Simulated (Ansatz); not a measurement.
System: C$_{6}$H$_{11}$ (charge 0, doublet). It need not be the lowest isomer of its formula. SMILES: C[CH]/C=C\CC
Structure (B3LYP-D3(BJ)/def2-TZVP (Ansatz, an electronic-structure program) minimum search):
```xyz
17

C      2.8104    -0.0403    -0.5885
C      1.3827    -0.2140    -0.1991
C      0.6158     0.7770     0.3801
C     -0.7103     0.6857     0.7704
C     -1.5803    -0.5181     0.6081
C     -2.4109    -0.4755    -0.6855
H      3.4588    -0.7527    -0.0659
H      2.9601    -0.2203    -1.6590
H      3.1673     0.9660    -0.3635
H      0.9390    -1.1851    -0.3898
H      1.1043     1.7348     0.5445
H     -1.1771     1.5745     1.1803
H     -2.2612    -0.5898     1.4615
H     -0.9779    -1.4293     0.6166
H     -3.0484     0.4103    -0.7110
H     -1.7587    -0.4409    -1.5594
H     -3.0514    -1.3563    -0.7681
```
Charge 0, spin multiplicity 2.

Parts of the frozen-core correlation energy in STO-3G (Ansatz, hartree). Frozen orbitals: 6; correlated occupied orbitals by spin: 18 and 17; virtual: 17 and 18. Open shells are spin-unrestricted. Spin-orbit coupling is left out. Non-relativistic.

| term | value |
|---|---|
| reference (HF) | -230.80054 |
| MP2 opposite-spin | -0.24499 |
| MP2 same-spin | -0.03558 |
| CCSD correlation | -0.38868 |
| (T) | -0.00338 |
| T1 diagnostic | 0.024 |
| largest doubles amplitude | 0.171 |
| <S^2> of the reference | 1.056 |
